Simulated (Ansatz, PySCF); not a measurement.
System: P2H3, net charge 0, doublet state. It need not be the lowest isomer of its formula. 
Geometry from a B3LYP-D3(BJ)/def2-TZVP (Ansatz, a first-principles code) optimisation:
```
P
H 1 1.4160
H 1 1.4187 2 95.53
P 1 2.1895 2 97.11 3 100.93
H 4 1.4237 1 92.01 2 -157.85
```
Charge 0, spin multiplicity 2.

Dipole moments at this geometry, in debye (magnitudes).

```csv
level,program,dipole (D)
HF/def2-TZVPD,PySCF,0.81
PBE/def2-TZVPD,Ansatz,0.87
BLYP/def2-TZVPD,PySCF,0.82
revPBE/def2-TZVPD,Ansatz,0.85
BP86/def2-TZVPD,PySCF,0.86
r2SCAN/def2-TZVPD,Ansatz,0.88
B97M-V/def2-TZVPD,Ansatz,0.79
r2SCANh/def2-TZVPD,Ansatz,0.87
r2SCAN0/def2-TZVPD,Ansatz,0.85
M06-2X/def2-TZVPD,PySCF,0.80
CAM-B3LYP/def2-TZVPD,Ansatz,0.81
LC-wPBE/def2-TZVPD,Ansatz,0.87
CCSD(T)/aug-cc-pV(D+d)Z,Ansatz,0.77
```
